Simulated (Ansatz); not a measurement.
Process, species as SMILES: CCCO -> [CH2]C + [CH2]O (the C-C bond at the site shown breaks; other sites are not compared here)
Each molecule is optimised on its own at B3LYP-D3(BJ)/def2-TZVP (Ansatz, an electronic-structure program), one conformer each, not searched for the lowest.

Property: bond dissociation energy (electronic energy difference), in kJ/mol. Cores are frozen in the correlated levels unless marked. Open shells are spin-unrestricted. No spin-orbit coupling. No relativistic terms. Basis-set limits of correlation are two-point, X^-3; Hartree-Fock from the larger set. [CCSD(T)-MP2]/basis is that difference in the basis named.

```csv
level,program,bond dissociation energy (kJ/mol)
r2SCAN-D4/def2-TZVPD,Ansatz + dftd4,344.1
B3LYP-D3(BJ)/def2-TZVPD,Ansatz + dftd3,356.0
PBE0-D3(BJ)/def2-TZVP,Ansatz + dftd3,367.4
PBE0-D4/def2-TZVP,Ansatz + dftd4,367.2
```

**Question.** Estimate the value at RI-MP2/CBS(aug-cc-pVTZ,aug-cc-pVQZ)+[CCSD(T)-MP2]/aug-cc-pVTZ as computed with Ansatz.

**Answer.** 385.0 kJ/mol
